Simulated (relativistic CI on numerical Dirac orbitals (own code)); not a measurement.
# Hf31+: sensitivity of the levels to the model

Base calculation: Dirac-Coulomb-Breit CI, KLI orbitals optimised for each configuration, a model potential for QED, unscaled Slater integrals.

CI space (outside the closed core [Ar] 3d10): 4s2 4p6 4d5, 4s2 4p5 4d6, 4s2 4p6 4d4 4f, 4s 4p6 4d5 4f, 4p6 4d7, 4p5 4d8, 4s2 4p6 4d3 5s2, 4s2 4p6 4d2 4f 5s2, 4s 4p6 4d3 4f 5s2. Double excitations out of closed p, d and f shells are left out; levels of such configurations are missing from the list, as are those of other unlisted configurations, and high levels can miss mixing partners.

Variants: (1) P86 correlation estimate; (2) Breit term removed. Shifts of the energy above 4s2 4p6 4d5 4P_5/2, in cm⁻¹, for the lowest level and the first level of each name with at least 55 % of one term (blank where a level changes its place among those of its configuration and J or its character, or is not in the variant):

| Level | Base | Δ(1) | Δ(2) |
| --- | --- | --- | --- |
| 4s2 4p6 4d5 4P_5/2 | 0 | 0 | 0 |
| 4s2 4p6 4d5 4D_1/2 | 246760 | 0 | +4803 |
| 4s2 4p6 4d5 2I_13/2 | 250805 | 0 | +6744 |
| 4s2 4p6 4d5 2G_7/2 | 284942 | 0 | +5665 |
| 4s2 4p6 4d5 4F_5/2 | 287214 | 0 | +4870 |
| 4s2 4p6 4d5 2G_9/2 | 334289 | 0 | +5718 |
| 4s2 4p6 4d5 2H_11/2 | 382238 | 0 | +8711 |
| 4s2 4p6 4d5 2P_1/2 | 461471 | 0 | +6976 |
| 4s2 4p5 4d6 6F°_9/2 | 1393103 | +1394 | +9225 |
| 4s2 4p5 4d6 4H°_13/2 | 1419889 | +1388 | +10013 |
| 4s2 4p5 4d6 4I°_15/2 | 1456128 | +1394 | +10612 |

At this charge energies of transitions that change n are usually good to better than 1 %, and those within a shell (Δn = 0) to a few per cent. Terms inside the open d or f shell come out 10 to 20 % too wide with unscaled integrals.

Ionisation energy from the two ground configurations alone: base 1244.43 eV; P86 correlation estimate 1246.46 eV; Breit term removed 1244.77 eV. The NIST ASD value (theoretical) is 1245 eV.

LS names give the leading component of a level, which can be under half, so a name can repeat, a term be missing and a line seem to break the LS rules.
